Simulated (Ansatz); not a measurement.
# Molecular dynamics of H$_{12}$C$_{5}$O$_{3}$

The input (input.yaml):

```yaml
crystal:
  lattice:
    - [8.193213, 0.0, 0.0]
    - [0.0, 8.193213, 0.0]
    - [0.0, 0.0, 8.193213]
  atoms:
    - { symbol: C, position: [0.88045238, 1.06152614, 0.84040716] }
    - { symbol: C, position: [0.90268932, 0.8811773, 0.81313498] }
    - { symbol: H, position: [0.88185305, 1.11914978, 0.7234219] }
    - { symbol: H, position: [0.75841288, 1.09455178, 0.88452141] }
    - { symbol: H, position: [0.96884372, 1.09879068, 0.9380309] }
    - { symbol: H, position: [0.87074043, 0.82270577, 0.93785309] }
    - { symbol: H, position: [0.82451978, 0.83778379, 0.70140042] }
    - { symbol: H, position: [1.02301435, 0.84818043, 0.78344843] }
    - { symbol: C, position: [0.39102657, 1.02851916, 0.87080177] }
    - { symbol: C, position: [0.46276594, 0.88882429, 0.76543899] }
    - { symbol: H, position: [0.33303227, 1.13028038, 0.79913288] }
    - { symbol: H, position: [0.31004953, 0.96229002, 0.94654105] }
    - { symbol: H, position: [0.48547429, 1.07681013, 0.94541683] }
    - { symbol: H, position: [0.57614919, 0.82851703, 0.81914131] }
    - { symbol: H, position: [0.38279704, 0.78157513, 0.73858025] }
    - { symbol: H, position: [0.49807817, 0.93949432, 0.63886252] }
    - { symbol: O, position: [0.73964442, 0.53368462, 0.33177094] }
    - { symbol: C, position: [0.85739733, 0.44569874, 0.32733037] }
    - { symbol: H, position: [0.84933343, 0.33311133, 0.2481278] }
    - { symbol: H, position: [0.96219077, 0.46583339, 0.40502693] }
    - { symbol: O, position: [0.22481603, 0.35950192, 0.05342246] }
    - { symbol: C, position: [0.3730608, 0.37756457, 0.04749655] }
    - { symbol: H, position: [0.46489068, 0.29057397, 0.10470264] }
    - { symbol: H, position: [0.42812412, 0.49308584, -0.02070142] }
    - { symbol: O, position: [0.56793875, 0.14793205, 0.41080012] }
    - { symbol: C, position: [0.55067991, 0.22777451, 0.52943763] }
    - { symbol: H, position: [0.42152834, 0.21711204, 0.58091027] }
    - { symbol: H, position: [0.63221232, 0.32029457, 0.57691873] }
    - { symbol: O, position: [0.07815557, 0.78191825, 0.46546969] }
    - { symbol: C, position: [0.07467562, 0.81569403, 0.31823628] }
    - { symbol: H, position: [0.15174728, 0.91713987, 0.25873082] }
    - { symbol: H, position: [-0.00476351, 0.74608543, 0.22400529] }
    - { symbol: O, position: [0.37356002, 0.70378963, 0.17901474] }
    - { symbol: C, position: [0.50209042, 0.77646807, 0.19997218] }
    - { symbol: H, position: [0.61706695, 0.72041428, 0.14635028] }
    - { symbol: H, position: [0.49802784, 0.9002287, 0.26983446] }
    - { symbol: O, position: [0.72573333, 0.43602057, 0.85570994] }
    - { symbol: C, position: [0.86475579, 0.48294851, 0.86984415] }
    - { symbol: H, position: [0.96662437, 0.4199929, 0.79950764] }
    - { symbol: H, position: [0.89828948, 0.592995, 0.94427528] }
basis:
  ecutwfc: 420.0
kpoints:
  mp_grid: { grid: [1, 1, 1] }
hamiltonian:
  xc: pbesol
scf:
  occupations: { method: fermi_dirac, width: 0.05 }
  lower_state_search: "off"
md:
  timestep: 0.5
  n_steps: 300
  ensemble: npt_langevin
  temperature: 350.0
  initial_velocities: maxwell_boltzmann
  seed: 326092
  friction: 0.01
  pressure: 10.0
  fix_cell: []
```

Run as:

```bash
$ ansatz run input.yaml --threads 1 --pin off --max-ram 3072MiB --backend cpu --events-out ev --progress --plain --runs-dir out
```

It goes on from the last frame of an earlier run, with new velocities.

Output, in part (step lines):

```
md step     0: t =     0.00 fs  T =   341.3 K  F+E_penalty+E_count = -6201.07435118 eV  E_kin = 1.764399 eV  conserved = -6165.17195993 eV  P_inst = -0.3785 GPa  V = 550.0001 Å³  selection 1  (11 SCF iters)
md step     1: t =     0.50 fs  T =   307.4 K  F+E_penalty+E_count = -6200.94034695 eV  E_kin = 1.589617 eV  conserved = -6165.17066456 eV  P_inst = -0.2000 GPa  V = 549.9353 Å³  selection 1  (8 SCF iters)
md step     2: t =     1.00 fs  T =   291.5 K  F+E_penalty+E_count = -6200.84999335 eV  E_kin = 1.507259 eV  conserved = -6165.17039056 eV  P_inst = 0.0327 GPa  V = 549.7309 Å³  selection 1  (8 SCF iters)
md step     3: t =     1.50 fs  T =   285.9 K  F+E_penalty+E_count = -6200.81179581 eV  E_kin = 1.478457 eV  conserved = -6165.17117461 eV  P_inst = 0.3213 GPa  V = 549.3840 Å³  selection 1  (8 SCF iters)
md step     4: t =     2.00 fs  T =   282.6 K  F+E_penalty+E_count = -6200.81471434 eV  E_kin = 1.461406 eV  conserved = -6165.17220321 eV  P_inst = 0.6626 GPa  V = 548.8953 Å³  selection 1  (8 SCF iters)
md step     5: t =     2.50 fs  T =   293.4 K  F+E_penalty+E_count = -6200.84452618 eV  E_kin = 1.517034 eV  conserved = -6165.17311622 eV  P_inst = 1.0271 GPa  V = 548.2768 Å³  selection 1  (6 SCF iters)
md step     6: t =     3.00 fs  T =   304.4 K  F+E_penalty+E_count = -6200.89149540 eV  E_kin = 1.573775 eV  conserved = -6165.17395696 eV  P_inst = 1.3766 GPa  V = 547.5333 Å³  selection 1  (6 SCF iters)
md step     7: t =     3.50 fs  T =   310.3 K  F+E_penalty+E_count = -6200.94320542 eV  E_kin = 1.604378 eV  conserved = -6165.17427876 eV  P_inst = 1.7110 GPa  V = 546.6775 Å³  selection 1  (6 SCF iters)
[... lines left out ...]
```

The steps, from the saved trajectory:

```
time (fs)  T (K)  potential energy less start (eV)  conserved less start (meV/atom)  P (GPa)  volume (Å³)
      0.0    341                             0.000                             0.00     -0.4        550.0
      5.0    337                             0.062                            -0.10      2.5        543.7
     10.0    449                            -0.282                            -0.11      0.5        528.3
     15.0    341                             0.061                            -0.04      0.0        503.0
     20.0    421                            -0.186                            -0.11      2.1        470.2
     25.0    442                             0.286                            -0.04      1.7        433.9
     30.0    488                             0.815                            -0.01      4.4        396.1
     35.0    454                             1.491                             0.08      1.5        359.2
     40.0    453                             2.517                             0.07     10.4        323.8
     45.0    474                             4.566                             0.10     11.4        293.2
     50.0    516                             6.401                             0.11     19.1        267.6
     55.0    780                             7.472                             0.07     19.8        247.2
     60.0    721                             9.305                             0.09     25.9        231.8
     65.0    912                            10.145                             0.14     31.4        221.6
     70.0   1017                            10.330                             0.07     29.8        216.6
     75.0    995                            10.148                             0.16     32.1        215.9
     80.0   1082                             9.061                             0.08     23.2        219.2
     85.0    967                             7.921                             0.09     24.1        225.5
     90.0    868                             6.926                             0.13     16.7        234.4
     95.0    863                             5.789                             0.07     17.3        244.5
    100.0    836                             4.802                             0.11     13.1        255.8
    105.0    728                             3.962                             0.05     11.7        267.8
    110.0    638                             3.184                             0.03      9.7        279.9
    115.0    656                             2.430                             0.03      6.5        291.3
    120.0    587                             2.162                             0.07      8.4        301.6
    125.0    533                             1.988                             0.12      4.4        310.4
    130.0    551                             1.619                             0.14      5.7        316.7
    135.0    517                             1.605                             0.16      3.7        320.9
    140.0    513                             1.107                             0.08      6.6        322.1
    145.0    490                             1.213                             0.07      4.0        321.6
    150.0    490                             1.260                             0.09      5.2        319.2
```

The run went to its last step. The conserved energy stayed within 0.2 meV per atom of its start (net change 0.091 meV per atom), so the integration is sound. The mean temperature of the second half is 101 % above the set value. A run of 0.15 ps of so small a system gives no equilibrium averages. Limits of this set-up: coarse k mesh. The cell's volume went from 550 to 319 Å³.

Mean squared displacements from the first frame to the last, about the centre of mass, the cell's change included: C 2.04 Å², H 3.21 Å², O 1.56 Å².

Last frame:

```xyz
40
Lattice="7.6921 -0.7520 0.0362 -0.7520 6.7995 -0.4225 0.0362 -0.4225 6.1967" Properties=species:S:1:pos:R:3
C 5.366 6.261 5.112
C 6.142 5.384 4.183
H 4.658 6.738 4.428
H 5.055 5.731 6.040
H 6.042 7.093 5.415
H 7.057 4.952 4.645
H 5.403 4.719 3.645
H 6.514 6.050 3.475
C 1.728 5.985 4.244
C 2.832 5.087 3.659
H 0.794 5.986 3.614
H 1.391 5.660 5.264
H 1.973 7.059 4.332
H 3.351 4.643 4.469
H 2.421 4.394 2.937
H 3.514 5.758 3.180
O 6.168 2.462 2.232
C 6.698 1.590 2.971
H 6.117 0.688 3.317
H 7.821 1.593 3.092
O 0.983 2.339 0.846
C 1.932 2.042 0.148
H 2.672 1.366 0.573
H 2.148 2.340 -0.932
O 4.240 0.483 1.890
C 4.029 1.435 2.613
H 3.246 2.083 2.254
H 4.385 1.668 3.606
O 0.385 4.717 1.760
C 0.741 5.720 1.190
H 0.035 6.324 0.581
H 1.837 5.998 1.209
O 3.317 4.432 0.993
C 4.535 4.375 0.994
H 5.077 3.709 0.197
H 5.160 4.904 1.750
O 6.286 2.273 4.751
C 7.168 2.791 5.353
H 8.209 2.936 4.943
H 6.826 3.085 6.405
```

Time of the run: 11 min on 1 thread of Arm Neoverse V2, with other jobs on the host, peak memory 0.54 GiB.
